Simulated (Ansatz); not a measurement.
**Pulling the pair apart**

The pair of F⁻ (SMILES [F-], atom 1) and HBr (SMILES Br, atoms 2–3), both closed shells, in one local arrangement (a lower one may exist), relaxed at PBE0-D4/def2-TZVPD:

```tsv
atom	x (Å)	y (Å)	z (Å)
F1	0.0148	0.3875	-2.0268
Br2	-0.0021	-0.0556	0.2910
H3	-0.0127	-0.3319	1.7358
```

HBr is shifted rigidly along the line between the mean atom positions of the two fragments (negative: closer). Counterpoise interaction energies in kJ/mol. Program: Ansatz 0.2.0. Basis: def2-TZVPPD. Cores are frozen in the correlated methods. Filled d shells of the heavier atoms are correlated. The def2 sets are not built for correlating such inner shells, so the correlated values are less sure here. B3LYP uses VWN-RPA correlation.

```
shift (Å)  PBE-D4  B3LYP-D4     HF
    -0.24   -56.1     -43.0  -10.8
    -0.12   -66.3     -54.6  -25.4
     0.00   -69.4     -58.9  -33.0
     0.12   -68.2     -58.7  -36.0
     0.28   -62.8     -54.3  -35.6
     0.59   -49.1     -42.1  -29.1
     1.18   -27.7     -22.0  -15.4
     2.36    -9.5      -5.0   -2.9
```

Q: What does CCSD(T) give at these shifts? (An estimate is asked for; the value comes from the calculation.)

A: Computed: -27.4, -40.5, -46.3, -47.6, -45.2, -35.8, -19.0, -4.4 kJ/mol. For zero shift, CCSD(T) at an estimated basis limit (MP2 extrapolated from triple and quadruple zeta, plus CCSD(T) − MP2 in triple zeta) gives -51.5 kJ/mol. These are counterpoise interaction energies, counted from the two frozen fragments.

No T1 diagnostic of these runs exceeds 0.015.

For scale, one of the runs: CCSD(T)/def2-TZVPPD, 114 basis functions, launched by `ansatz run in.yaml --threads 2 --pin off --events-out ev --progress --plain --max-ram 5222MiB`. The run took about 4.5 s on 2 CPU threads of an Arm Neoverse V2 (shared host).
